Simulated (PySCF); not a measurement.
Species: C6H5ClFP.
Structure used (GFN2-xTB), in Å, numbered top down from 1:
```
atom  x, y, z in Å
C1    -2.1019   -0.3595   -0.0980
C2    -0.6683    0.0745   -0.0139
C3    -0.3577    1.4139    0.1293
P4     1.2207    2.1143    0.2469
C5     2.1650    0.6576    0.1320
F6     3.5044    0.8237    0.1950
C7     1.6722   -0.6268   -0.0165
Cl8    2.7964   -1.9431   -0.1165
C9     0.3174   -0.9045   -0.0873
H10   -2.7767    0.4828    0.0261
H11   -2.3167   -1.0967    0.6735
H12   -2.2964   -0.8218   -1.0645
H13   -1.1770    2.1199    0.1761
H14    0.0180   -1.9348   -0.2045
```

Computed at PBE0/pcSseg-1 (PySCF, non-relativistic), with Q(35Cl) = −0.0817 b: Cl8, 35Cl (I = 3/2): χzz = -78.36 MHz, η = 0.111.

(1) Where would the pure quadrupole (NQR) lines of 35Cl at Cl8 fall for the rigid, isolated species?

(2) Apply the simplest Townes–Dailey estimate (no s hybridisation, no π bonding), ionic character = 1 − χzz/χ0, where χ0 is the coupling for one missing p electron along the bond: −109.74 MHz for 35Cl.

Results:

(1) From ν = (|χ|/2)√(1 + η²/3): ν = 39.26 MHz (aryl chlorine). For 37Cl the ratio of quadrupole moments, 0.7881, gives 30.94 MHz.

(2) Cl8 on C7: 1 − (-78.36)/(-109.74) = 0.29. In this model a purely covalent bond gives χ0 and a free halide ion gives zero; s hybridisation or π bonding, where present, is counted here as ionic character.

In a crystal, neighbours and librations shift these lines. GFN2-xTB bond lengths can be off by several hundredths of an ångström, more for odd bonds, and the gradients follow them. These gradients aren't converged with respect to the basis.

The run behind these numbers computed NMR shieldings as well. Hardware: one thread of an Arm Neoverse V2, shared host with 96 logical CPUs at a one-minute load of 23. Cost: 29 s of wall time (grids of density and orbitals included), 0.84 GiB resident at most.
